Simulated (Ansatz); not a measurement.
Correlation energies of C3H7ClSi, SMILES `[SiH3]C/C=C/Cl` by basis set

Cartesian coordinates in Å:
```
Si -0.7566 -1.3760 0.8966
C -0.7980 0.3040 0.0342
C 0.5648 0.8913 -0.0823
C 1.2306 0.9879 -1.2233
Cl 2.8262 1.6257 -1.3330
H -0.0872 -1.2467 2.2182
H -0.0010 -2.3487 0.0658
H -2.1413 -1.8796 1.1050
H -1.4521 0.9633 0.6152
H -1.2590 0.1755 -0.9496
H 1.0451 1.2291 0.8321
H 0.8285 0.6741 -2.1790
```

The species carries charge 0 and has multiplicity 1. The geometry is a stationary point of PBE0-D4/def2-TZVP. It is one conformer, not always the lowest. Frozen core, restricted reference, the Gaussian-basis code of Ansatz. CBS rows extrapolate triple and quadruple zeta; past MP2 they add the triple-zeta difference.

```tsv
basis	HF (Eh)	MP2 corr.
def2-TZVPP	-866.15365	-0.81350
def2-QZVPP	-866.18076	-0.87340
```

(1) Estimate the CCSD correlation energy and the (T) correction in each basis where they were run (hartree).

Answers

(1) 
| basis | CCSD corr. | (T) |
| --- | --- | --- |
| def2-TZVPP | -0.87354 | -0.03815 |
| CBS(def2) | -0.97782 | as TZ |
